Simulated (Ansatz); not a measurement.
Input file for Ansatz (an electronic-structure program): R-r2SCAN/def2-TZVPP on H3NSTe (SMILES N[Te]S), a point of a torsion scan. Elements past Kr take the def2 small-core potentials; no spin–orbit coupling.

Ansatz 0.2 input:
```yaml
crystal:
  periodic: [false, false, false]
  atoms:
    - {symbol: N, position_ang: [-1.42409265, 0.01597134, 0.24868261]}
    - {symbol: Te, position_ang: [0.05815729, -1.08196482, 1.06539381]}
    - {symbol: S, position_ang: [1.87281738, -0.34322161, -0.39707863]}
    - {symbol: H, position_ang: [-1.25876113, 1.01187216, 0.31202557]}
    - {symbol: H, position_ang: [-1.59541603, -0.21146624, -0.72184668]}
    - {symbol: H, position_ang: [2.77667861, -1.09801680, 0.20175110]}
basis:
  gaussian:
    orbitals: def2-TZVPP
hamiltonian:
  xc: {name: r2SCAN}
scf: {lower_state_search: off}
```

Problem. What total energy does the run end on?

Solution. -722.8590 hartree.
